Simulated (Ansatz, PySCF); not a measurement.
Reaction R1 + R2 → P1 + P2, each structure at its B3LYP-D3(BJ)/def2-TZVP stationary point, reached from a drawn start (curvature not checked).
P1: C2H7GaO (SMILES [CH3][Ga]([CH3])[OH]), charge 0, multiplicity 1.
P2, CH4 (SMILES C) (charge 0, multiplicity 1):
```tsv
atom	x (Å)	y (Å)	z (Å)
C	0.0000	0.0000	0.0000
H	-0.7115	-0.2840	-0.7743
H	0.1159	1.0830	0.0070
H	-0.3673	-0.3321	0.9701
H	0.9629	-0.4669	-0.2028
```
R1: C3H9Ga (SMILES [CH3][Ga]([CH3])[CH3]), charge 0, multiplicity 1.
R2, H2O (SMILES O) (charge 0, multiplicity 1):
```xyz
3

O      0.00000     0.00000     0.38961
H      0.00000     0.76499    -0.19486
H      0.00000    -0.76499    -0.19486
```

P less R. No zero-point or thermal terms; no spin–orbit coupling. One arrangement of each flexible species, with no search for the lowest.

Cores are frozen in the correlated methods. In cc and def2 sets filled d and f shells under p-block atoms count as core. CBS: X⁻³ extrapolation of the correlation energy, Hartree–Fock from the larger set.

Codes used: Ansatz (Gaussian basis) for Hartree–Fock, density functionals and correlated methods; PySCF for the D3/D4 terms. Each number belongs to the level named beside it.

The comparison value is -1.066 eV (CCSD(T)/CBS(cc-pVTZ, cc-pVQZ)). It is a level with limits of its own, not the exact answer.

Problem. Order these levels by how close they come to the comparison value for the reaction energy, closest first: revPBE/def2-TZVPP, BLYP-D4/def2-TZVPP, BHLYP-D3(BJ)/def2-TZVPP, PBE0-D3(BJ)/def2-TZVPP, r2SCAN-D4/def2-TZVPP. Give each level's value less the comparison value.

Solution. BLYP-D4/def2-TZVPP (0.024 eV), r2SCAN-D4/def2-TZVPP (0.038 eV), BHLYP-D3(BJ)/def2-TZVPP (0.057 eV), revPBE/def2-TZVPP (0.086 eV), PBE0-D3(BJ)/def2-TZVPP (0.146 eV)

Ansatz is a program for electronic structure.
